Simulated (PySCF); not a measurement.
MoO3, SMILES [O]=[Mo](=[O])=[O], multiplicity 1. Geometry optimised at PBE-D3(BJ)/def2-TZVP. The multiplicity is an assumed one; other spin states were not compared. The isomer is the one that the SMILES or the coordinates give; other isomers of the formula were not compared. The def2 effective core potentials stand for the cores of Mo; spin–orbit coupling is left out.

Problem. Give the equilibrium geometry at PBE-D3(BJ)/def2-TZVP (PySCF confirms it by a frequency run) as a Z-matrix, and its point group. (The exact figures need the calculation; the answer reports its results.)

Solution. point group C3v.
```
Mo
O 1 1.7166
O 1 1.7166 2 108.89
O 1 1.7166 2 108.89 3 -118.61
```
